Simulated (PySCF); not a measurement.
A species of formula C5H9ClS2Si has this rotational fingerprint, computed with PBE0/pcSseg-1 in PySCF (dipole) on a GFN2-xTB geometry, gas phase:

- Rotational constants: A = 1394, B = 593.0, C = 476.9 MHz
- Dipole components: |μa| = 0.95 D, |μb| = 1.02 D, |μc| = 1.16 D
- Inertial defect: -154.97 u·Å²
- κ: -0.75

**Question.** Which structure is it? (One computed conformer of each.)
A. `[CH3:1]/[C:2](=[CH:3]/[Cl:4])[SiH:5]1[S:6][CH2:7][CH2:8][S:9]1` with C1–C2–Si5–S6 12°, C2–Si5–S6–C7 -114°, Si5–S6–C7–C8 -37°, S6–C7–C8–S9 60°, C7–C8–S9–Si5 -47°
B. `[CH2:1]=[CH:2][CH2:3][Si@@H:4]([Cl:5])[S:6][C:7]([CH3:8])=[S:9]` with C1–C2–C3–Si4 112°, C2–C3–Si4–Cl5 55°, C3–Si4–S6–C7 -65°, Si4–S6–C7–C8 -176°

**Answer.** A. It is C/C(=C/Cl)[SiH]1SCCS1, an asymmetric top, point group C1. The candidates at the same level (rigid rotor, commonest isotopes):

```json
{"SMILES": "C=CC[Si@@H](Cl)SC(C)=S", "A (MHz)": "1285", "B (MHz)": "510.5", "C (MHz)": "487.3", "μa (D)": "0.07", "μb (D)": "1.10", "μc (D)": "1.43", "Δ (u·Å²)": "-346.33", "point group": "C1", "rotor": "near-prolate asymmetric top"}
{"SMILES": "C/C(=C/Cl)[SiH]1SCCS1", "A (MHz)": "1394", "B (MHz)": "593.0", "C (MHz)": "476.9", "μa (D)": "0.95", "μb (D)": "1.02", "μc (D)": "1.16", "Δ (u·Å²)": "-154.97", "point group": "C1", "rotor": "asymmetric top"}
```

`C=CC[Si@@H](Cl)SC(C)=S` has B 14 % too low. No structure here is proved a minimum.
